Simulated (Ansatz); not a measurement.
Reaction (formal exchange of groups at the Se–In bond): `[Cl][In]([Cl])[SeH]` + `CO[SiH2]F` → `CO[SiH](F)[SeH]` + `[Cl][InH][Cl]`

Calculated with Ansatz (gas phase, PBE0-D4/def2-TZVP geometries, no zero-point term in ΔE). CCSD(T)/CBS is the MP2 limit (def2-TZVPP, def2-QZVPP) plus CCSD(T) − MP2 in def2-TZVPP, frozen cores. Functionals use def2-TZVPP. def2 core potentials past Kr. For In, Se outer-core shells are correlated without core-valence functions, which leaves a few kJ/mol of doubt a bond. Scalar relativity is left out up to krypton. One conformer a species, not always the lowest.

`[Cl][In]([Cl])[SeH]`:

Cartesian coordinates in Å:
```
Cl -1.644 1.744 -0.029
In 0.302 0.498 -0.028
Cl 2.279 1.683 -0.131
Se 0.267 -1.972 0.080
H -1.203 -1.953 0.109
```

`CO[SiH2]F`:

Cartesian coordinates in Å:
```
C -0.959 -0.870 0.463
O -0.317 0.381 0.587
Si 0.864 0.926 -0.384
F 2.220 0.113 -0.153
H -0.364 -1.658 0.934
H -1.925 -0.810 0.966
H -1.127 -1.136 -0.587
H 1.103 2.334 -0.017
H 0.505 0.722 -1.809
```

`CO[SiH](F)[SeH]`:

```xyz
10

C     0.712    1.358    0.289
O     0.807   -0.043    0.436
Si   -0.424   -1.097    0.385
F     0.270   -2.519    0.499
Se   -1.645   -0.923   -1.514
H     0.222    1.812    1.156
H     1.724    1.756    0.211
H     0.153    1.626   -0.613
H    -1.375   -0.943    1.507
H    -0.444   -1.026   -2.355
```

`[Cl][InH][Cl]`:

Cartesian coordinates in Å:
```
Cl 0.938 -0.987 -1.721
In -0.137 0.174 -0.035
Cl 0.368 -0.678 2.054
H -1.169 1.491 -0.298
```

```json
{"level": "PBE", "ΔE (kJ/mol)": "37.8", "difference from CCSD(T)/CBS": "-6.0"}
{"level": "r2SCANh", "ΔE (kJ/mol)": "37.2", "difference from CCSD(T)/CBS": "-6.6"}
{"level": "BHLYP", "ΔE (kJ/mol)": "47.2", "difference from CCSD(T)/CBS": "3.4"}
{"level": "LC-ωPBE", "ΔE (kJ/mol)": "34.4", "difference from CCSD(T)/CBS": "-9.4"}
{"level": "HF/def2-SVP", "ΔE (kJ/mol)": "56.6", "difference from CCSD(T)/CBS": "12.8"}
{"level": "MP2/def2-TZVPP", "ΔE (kJ/mol)": "46.6", "difference from CCSD(T)/CBS": "2.8"}
{"level": "HF/def2-QZVPP", "ΔE (kJ/mol)": "52.4", "difference from CCSD(T)/CBS": "8.6"}
{"level": "MP2/def2-QZVPP", "ΔE (kJ/mol)": "46.8", "difference from CCSD(T)/CBS": "3.0"}
{"level": "SCS-MP2/def2-QZVPP", "ΔE (kJ/mol)": "48.0", "difference from CCSD(T)/CBS": "4.2"}
{"level": "CCSD/CBS(def2)", "ΔE (kJ/mol)": "44.2", "difference from CCSD(T)/CBS": "0.4"}
{"level": "CCSD(T)/CBS", "ΔE (kJ/mol)": "43.8", "difference from CCSD(T)/CBS": "0"}
```

Largest T1 diagnostic among the species: 0.013.

Leaving LDA and LC-ωPBE aside and taking each functional with its dispersion term where it has one, the values, not all of them listed here, spread over 17.1 kJ/mol, from B97M-V to B2PLYP. LDA lies −10.6 kJ/mol from PBE without D4. In def2-TZVPP, CCSD(T) changes the Hartree–Fock value by −9.3 kJ/mol (the triples alone add −0.5 kJ/mol) and MP2 by −6.0 kJ/mol. The D4 term adds −4.1 kJ/mol with B3LYP and −2.0 kJ/mol with PBE0; it sums over pairs of atoms, weighted by their polarisabilities, and B3LYP, whose exchange is more repulsive, gets the larger term.

B3LYP here is the variant with VWN-RPA as its local correlation; programs differ in this.
